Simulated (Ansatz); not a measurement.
`FC(F)O[SiH3]` + `N#CO` → `N#CO[SiH3]` + `OC(F)F` at 600 K and 1 bar (ligand exchange at the Si–O bond).

Computed with Ansatz on PBE0-D4/def2-TZVP structures; ΔE is electronic, products minus reactants. CBS: MP2 limit from def2 TZ/QZ plus the TZ coupled-cluster correction, frozen cores. This one scheme is used for every species. Each species was taken in one conformer, which may not be the lowest.

```
       species  CCSD(T)/CBS energy (Eh)  H − E (kJ/mol)  S (J/(mol·K))
`FC(F)O[SiH3]`               -604.32648           193.1          414.4
        `N#CO`               -168.48100            84.3          277.2
  `N#CO[SiH3]`               -458.79584           144.5          367.3
      `OC(F)F`               -314.01610           133.8          325.1
```

H − E and S are ideal-gas, rigid-rotor, harmonic terms from PBE0-D4/def2-TZVP, for one conformer and one mirror image of each species. 1 Eh = 2625.50 kJ/mol, R = 8.31446 J/(mol·K).

Q: By hand: ΔE, ΔH, ΔS and ΔG.

A: ΔE = (-458.79584) + (-314.01610) − (-604.32648) − (-168.48100) = -0.00446 Eh = -11.7 kJ/mol. Δ(H − E) = 144.5 + 133.8 − 193.1 − 84.3 = 0.9, so ΔH = -10.8 kJ/mol. ΔS = 367.3 + 325.1 − 414.4 − 277.2 = 0.8 J/(mol·K). ΔG = -10.8 − 600 × (0.8)/1000 = -11.3 kJ/mol.

Q: By hand: the equilibrium constant, and the temperature at which ΔG would vanish if ΔH and ΔS stayed fixed.

A: log₁₀ K = −ΔG/(RT ln 10) = 1.0. ΔH and −TΔS have one sign here, so there is no such temperature.

The number of gas molecules stays the same, so ΔS is small and ΔH decides. A doubt of 5 kJ/mol in ΔE shifts log₁₀ K by 0.4 here. Other conformers and mirror images would add mixing entropy, several J/(mol·K) or more a flexible species. Modes under 60 cm⁻¹, often nearly free rotors, make the harmonic entropy too high. These are equilibria of isolated gas molecules and say nothing of rates. Largest T1 diagnostic: 0.014 (customary marks: 0.02 for closed shells, 0.045 for open ones).

ΔS is within the doubt of such terms, so its sign, and with it that verdict, could turn.
